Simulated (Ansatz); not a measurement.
Cost and result for the atomization energy of `[F][SnH]([Cl])[O]C(F)(F)F` (9 atoms, 8 bonds).

Cartesian coordinates in Å:
```
F 0.676 -0.716 -2.336
Sn -0.391 0.502 -1.351
Cl -2.436 -0.472 -1.075
O 0.499 0.683 0.396
C 0.502 -0.248 1.342
F -0.507 -0.088 2.206
F 0.383 -1.491 0.832
F 1.635 -0.203 2.036
H -0.362 2.033 -2.051
```

Total charge 0; spin multiplicity 1. Correlated methods include outer-core shells of Sn, which these sets cover unevenly. Sn takes the def2 core potential. The structure was optimised at the PBE0-D4/def2-TZVP level. It is one conformer, not always the lowest. Program: Ansatz. All runs use 2 threads of an AMD EPYC 7R13 on a shared host and a share of an NVIDIA H100 80 GB. Times are those of one run each, without the atoms' runs, and a repeat can differ threefold. Electronic energies, without spin–orbit coupling; frozen cores. CCSD(T)/CBS adds CCSD(T) − MP2 in def2-TZVPP to the MP2 limit, and its time is that of the two runs behind it. T1 = 0.013. With those shells the extrapolation isn't a true limit. B3LYP takes the VWN-RPA correlation (the form of Gaussian; ORCA's B3LYP/G).

CCSD(T)/CBS is a level of theory with its own doubt, some kJ/mol a heavy atom from the limit and from the frozen cores, so smaller differences don't rank the functionals.

| level | functions | wall time |
| --- | --- | --- |
| PBE0-D4/def2-TZVPP | 292 | 2.5 s |
| PBE-D4/def2-TZVPP (with forces) | 292 | 3.3 s |
| B3LYP-D4/def2-TZVPP (with forces) | 292 | 3.9 s |
| ωB97X-V/def2-TZVPP | 292 | 4 s |
| r2SCAN-D4/def2-TZVPP (with forces) | 292 | 4.1 s |
| ωB97M-V/def2-TZVPP (with forces) | 292 | 4.1 s |
| B2PLYP/def2-TZVPP | 292 | 4.8 s |
| MP2/def2-QZVPP | 524 | 4.9 s |
| CCSD(T)/def2-TZVPP | 292 | 10 s |
| CCSD(T)/CBS(def2) | – | 15 s |

Question: What atomization energy does each give, and how far from CCSD(T)/CBS? (An estimate is asked.)

Answer: Ansatz gave: 
```
                             level  atomization (kcal/mol)  difference from CCSD(T)/CBS  per bond
                PBE0-D4/def2-TZVPP                   776.3                         -8.5      -1.1
   PBE-D4/def2-TZVPP (with forces)                   812.0                         27.2       3.4
 B3LYP-D4/def2-TZVPP (with forces)                   766.1                        -18.7      -2.3
                ωB97X-V/def2-TZVPP                   786.3                          1.5       0.2
r2SCAN-D4/def2-TZVPP (with forces)                   786.2                          1.4       0.2
  ωB97M-V/def2-TZVPP (with forces)                   781.8                         -3.0      -0.4
                 B2PLYP/def2-TZVPP                   763.5                        -21.3      -2.7
                    MP2/def2-QZVPP                   812.1                         27.3       3.4
                CCSD(T)/def2-TZVPP                   754.4                        -30.4      -3.8
                 CCSD(T)/CBS(def2)                   784.8                          0.0       0.0
```

From PBE to PBE0 (25 % exact exchange), in def2-TZVPP and without D4, the atomization energy moves by −34.8 kcal/mol: exact exchange takes away binding that semilocal exchange gives to molecules. The D4 term adds +9.5 kcal/mol with B3LYP and +5.1 kcal/mol with PBE0; it sums over pairs of atoms, weighted by their polarisabilities, and B3LYP, whose exchange is more repulsive, gets the larger term. In def2-TZVPP, CCSD(T) changes the Hartree–Fock value by +247.6 kcal/mol (the triples alone add +20.7 kcal/mol) and MP2 by +286.7 kcal/mol; breaking electron pairs costs correlation energy, which Hartree–Fock lacks.

Spin–orbit coupling would lower the free Sn atoms strongly, and the atomization energy with them, by more than many differences here. For some Ge, Se and Sn compounds the MP2-based and the directly extrapolated limit differ by 10 to 25 kJ/mol.
